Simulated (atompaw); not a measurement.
## u(r) = r·R(r): atom against pseudo-atom (neodymium)

Columns: radius, all-electron u(r) and pseudo u(r) of the 6s shell (level -3.75 eV) of neodymium in the configuration [Kr] 4d10 4f3 5s2 5p6 5d1.5 6s1.5 6p0; LDA (PW92), scalar-relativistic, PAW (atompaw) scheme, atompaw 4.2.0.5.

```
r (bohr)  all-electron   pseudo
   0.115       -0.0010  -0.0317
   0.231       -0.0945  -0.0623
   0.346        0.0701  -0.0898
   0.462        0.1609  -0.1134
   0.577        0.1174  -0.1315
   0.692        0.0066  -0.1435
   0.808       -0.1102  -0.1486
   0.923       -0.1981  -0.1462
   1.038       -0.2474  -0.1362
   1.154       -0.2593  -0.1183
   1.269       -0.2404  -0.0932
   1.385       -0.1984  -0.0610
   1.500       -0.1415  -0.0230
   1.615       -0.0756   0.0200
   1.731       -0.0052   0.0673
   1.846        0.0650   0.1168
   1.962        0.1334   0.1681
   2.077        0.1973   0.2189
   2.192        0.2560   0.2684
   2.308        0.3095   0.3158
   2.423        0.3565   0.3593
   2.538        0.3977   0.3987
   2.654        0.4333   0.4336
   2.769        0.4632   0.4632
   2.885        0.4881   0.4881
   3.000        0.5081   0.5081
```

**Question.** How many radial nodes do the two functions have?

**Answer.** The all-electron 6s function has n − l − 1 = 5 (the table is too coarse to show those close to the nucleus); the pseudo-wave has 1, since 1 lower shell of the same l stays in the valence.

**Question.** Is the pseudo-wave norm-conserving?

**Answer.** No, it belongs to a PAW set: the norm inside the radius is not constrained, and the difference is carried by the augmentation charge.
